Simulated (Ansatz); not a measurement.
P$_{4}$S$_{3}$ (`s1p2sp3p1p3s2`), relaxed with RKS PBE0-D4/def2-TZVP in Ansatz 0.2.0 from a PBE-D4/def2-SVP geometry. The force threshold is 0.005 eV/Å; the program also tests the step.

Total charge 0; spin multiplicity 1.

Start:

```xyz
7

S    -1.873    0.657    0.390
P    -0.186    1.688   -0.448
S     1.290    1.175    1.024
P     1.097   -0.935    1.183
P    -1.117   -1.297    0.739
P     0.439   -1.564   -0.915
S     0.351    0.276   -1.973
```

```
step  energy (eV)  largest force (eV/Å)  largest move (Å)
   1  -69642.8388                 0.864             0.000
   2  -69642.9592                 0.246             0.038
   3  -69642.9645                 0.170             0.022
   4  -69642.9685                 0.024             0.013
   5  -69642.9686                 0.003             0.001
```

End:

```xyz
7

S    -1.838    0.648    0.381
P    -0.182    1.645   -0.436
S     1.265    1.156    1.004
P     1.071   -0.919    1.156
P    -1.089   -1.272    0.723
P     0.430   -1.532   -0.891
S     0.344    0.274   -1.937
```

It took 15 s on 2 threads of an AMD EPYC 7R13 on a shared host and a share of an NVIDIA H100 80 GB, with 1 GiB of host memory at the peak.
